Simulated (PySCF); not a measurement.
C3H6OSi, SMILES C1=C[SiH2]CO1. Geometry optimised at PBE-D3(BJ)/def2-SVP. This is a generated structure with no PubChem entry under its InChIKey; it may be hypothetical. One conformer was computed; it need not be the lowest.

Q: Give the equilibrium geometry at PBE-D3(BJ)/def2-SVP (PySCF confirms it by a frequency run) as bond lengths and angles, and its point group. (Estimate from the structure and the level; the computed values follow.)

A: One answer among several that fit: point group Cs.
Atoms: C1 C2 Si3 C4 O5 H6 H7 H8 H9 H10 H11. Bond lengths (Å): C1–C2 1.360, C1–O5 1.353, C1–H6 1.104, C2–Si3 1.856, C2–H7 1.097, Si3–C4 1.934, Si3–H8 1.508, Si3–H9 1.508, C4–O5 1.454, C4–H10 1.110, C4–H11 1.110. Angles (°): C2–C1–O5 123.0, C2–C1–H6 126.0, O5–C1–H6 111.0, C1–C2–Si3 107.5, C1–C2–H7 120.6, Si3–C2–H7 131.9, C2–Si3–C4 89.7, C2–Si3–H8 116.7, C2–Si3–H9 116.7, C4–Si3–H8 113.0, C4–Si3–H9 113.0, H8–Si3–H9 107.2, Si3–C4–O5 106.5, Si3–C4–H10 113.7, Si3–C4–H11 113.7, O5–C4–H10 107.5, O5–C4–H11 107.5, H10–C4–H11 107.5, C1–O5–C4 113.2.
